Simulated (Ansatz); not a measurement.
Reactions of `C#CC#C`.

Program: Ansatz. Geometries: PBE0-D4/def2-TZVP. ΔE: electronic, gas phase. CCSD(T)/CBS adds triple-zeta CCSD(T) − MP2 to the extrapolated MP2 energy (def2 sets, frozen cores). Small cases extrapolate CCSD(T) itself. Functionals use def2-TZVPP. Open shells (•) are unrestricted, without spin–orbit coupling. Spin–orbit coupling would lower the free atoms: a little for C. Each species was taken in one conformer, which may not be the lowest.

```json
{"reaction": "`C#CC#C` + CH₃SH → `C#CSC` + acetylene", "CCSD/CBS(def2) (kcal/mol)": "7.0", "PBE-D4 (kcal/mol)": "10.0", "CCSD(T)/CBS(def2) (kcal/mol)": "7.1"}
{"reaction": "`C#CC#C` + `F[CH]([AlH2])[SiH3]` → `C#C[SiH2][CH](F)[AlH2]` + acetylene", "CCSD/CBS(def2) (kcal/mol)": "-13.6", "PBE-D4 (kcal/mol)": "-8.3", "CCSD(T)/CBS(def2) (kcal/mol)": "-13.7"}
{"reaction": "`C#CC#C` → 4 C• + 2 H•", "CCSD/CBS(def2) (kcal/mol)": "674.3", "PBE-D4 (kcal/mol)": "729.2", "CCSD(T)/CBS(def2) (kcal/mol)": "693.0"}
{"reaction": "`C#CC#C` + `O[SiH2]F` → `C#CO[SiH2]F` + acetylene", "CCSD/CBS(def2) (kcal/mol)": "25.3", "PBE-D4 (kcal/mol)": "28.3", "CCSD(T)/CBS(def2) (kcal/mol)": "26.3"}
{"reaction": "`C#CC#C` + `[NH2][AlH][NH2]` → `C#[C][Al]([NH2])[NH2]` + acetylene", "CCSD/CBS(def2) (kcal/mol)": "-16.5", "PBE-D4 (kcal/mol)": "-7.7", "CCSD(T)/CBS(def2) (kcal/mol)": "-15.6"}
```

Largest T1 diagnostic: 0.014, for `C#CC#C`.

Extrapolated directly: `C#CC#C` → 4 C• + 2 H•.
